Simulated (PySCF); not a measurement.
## trimethylsilane: calculation against experiment

**Measured values to compare with.**

From NIST CCCBDB Release 22 (SRD 101), experimental dipoles, for the gas: dipole moment (microwave Stark effect) 0.525 D.

The runs below try to reproduce these values; the comparison stands at the end.

Compound: trimethylsilane, C3H10Si.
Atom-mapped SMILES: `[CH3:1][SiH:2]([CH3:3])[CH3:4]` (hydrogens: H5, H6, H7 on C1; H8 on Si2; H9, H10, H11 on C3; H12, H13, H14 on C4)

Cartesian coordinates in Å at the PBE0-D3(BJ)/def2-SVP level; atoms count from 1:
```
atom  x, y, z in Å
C1    -0.333    1.679   -0.506
Si2   -0.081    0.093    0.476
C3    -1.301   -1.222   -0.094
C4     1.686   -0.523    0.273
H5    -1.355    2.069   -0.381
H6    -0.167    1.504   -1.581
H7     0.369    2.463   -0.180
H8    -0.328    0.381    1.929
H9    -1.179   -2.155    0.477
H10   -1.154   -1.456   -1.161
H11   -2.340   -0.881    0.035
H12    1.904   -0.744   -0.785
H13    2.413    0.228    0.617
H14    1.854   -1.445    0.851
```

The PySCF runs (gas phase, on this PBE0-D3(BJ)/def2-SVP geometry; no spin–orbit coupling):

```tsv
level	job	basis functions	wall time
PBE0-D3(BJ)/def2-SVP, grid level 1	geometry optimisation from a GFN2-xTB start shaken at random	110	73 s
```

Hardware: one thread, Arm Neoverse N1 (aarch64) (shared host).

Results beside the measurements:

**Dipole moment.** Measured: 0.525 D (NIST CCCBDB Release 22 (SRD 101), experimental dipoles).

| level | computed (D) | computed − measured (D) | % (from the printed values) |
| --- | --- | --- | --- |
| PBE0-D3(BJ)/def2-SVP | 0.604 | +0.079 | +15 |

The computed dipoles belong to one fixed geometry; measured ones are averaged over vibrations unless marked μe. Magnitudes are compared, not signs.

No measured geometry was used, and the causes of the misses weren't examined.
